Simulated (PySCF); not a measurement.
B⁺: ionisation energy

B⁺ [He] 2s2 (1S) → B²⁺ [He] 2s1 (2S), as a difference of total energies. Calculation: PySCF 2.14, in aug-cc-pwCVDZ (5s4p2d, 27 functions); no relativity, point nucleus. Correlated levels: valence: 1s2 frozen; valence and next inner shell: nothing frozen. The calculations carry no spin-orbit coupling.

```csv
method,ionisation energy (eV),error (eV)
UHF,23.441,-1.714
LDA,24.545,-0.610
PBE,24.610,-0.545
PBE0,24.563,-0.592
r2SCAN,24.244,-0.911
M06-2X,24.771,-0.384
HSE06,24.560,-0.595
BHandHLYP,24.564,-0.591
PBEsol,24.411,-0.744
MP2 (valence),24.366,-0.789
SCS-MP2 (valence),24.551,-0.604
MP2 (valence and next inner shell),24.396,-0.759
SCS-MP2 (valence and next inner shell),24.573,-0.582
```

Reference: 25.155 eV (measured; NIST Atomic Spectra Database, ionization energies).

Errors of the correlated levels include the incompleteness of this basis and the frozen core.

MP2 underrates the near-degeneracy of ns² with np² in the lower species.
